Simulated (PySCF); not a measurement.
CH8SSi2, SMILES [SiH2](C)S[SiH3].

Geometry: B3LYP-D3(BJ)/def2-SVP. Other conformers were not sampled.

Level of theory: TDA-PBE/def2-SVPD (PySCF).

Vertical excitations. 

Computed lowest excited states:
| state | energy (eV) | λ (nm) | f | main pairs |
|---|---|---|---|---|
| S1 | 5.33 | 233 | 0.017 | HOMO→LUMO 99 % |
| S2 | 5.63 | 220 | 0.011 | HOMO→LUMO+1 97 % |
| S3 | 5.80 | 214 | 0.002 | HOMO→LUMO+2 97 % |
| S4 | 6.12 | 203 | 0.018 | HOMO→LUMO+3 97 % |
| S5 | 6.48 | 191 | 0.009 | HOMO→LUMO+4 94 % |
| S6 | 6.68 | 186 | 0.037 | HOMO−1→LUMO 77 %, HOMO→LUMO+5 22 % |
| S7 | 6.80 | 182 | 0.004 | HOMO→LUMO+6 76 %, HOMO→LUMO+5 16 % |
| S8 | 6.90 | 180 | 0.013 | HOMO→LUMO+5 54 %, HOMO→LUMO+6 22 %, HOMO−1→LUMO 15 % |
| S9 | 7.00 | 177 | 0.000 | HOMO−1→LUMO+1 85 % |
| S10 | 7.11 | 174 | 0.038 | HOMO→LUMO+7 97 % |
| T1 | 4.99 | 249 | 0 | HOMO→LUMO 100 % |
| T2 | 5.45 | 227 | 0 | HOMO→LUMO+1 84 %, HOMO→LUMO+2 15 % |
| T3 | 5.56 | 223 | 0 | HOMO→LUMO+2 84 %, HOMO→LUMO+1 15 % |
| T4 | 5.88 | 211 | 0 | HOMO→LUMO+3 98 % |
Triplets are in the Tamm–Dancoff approximation.
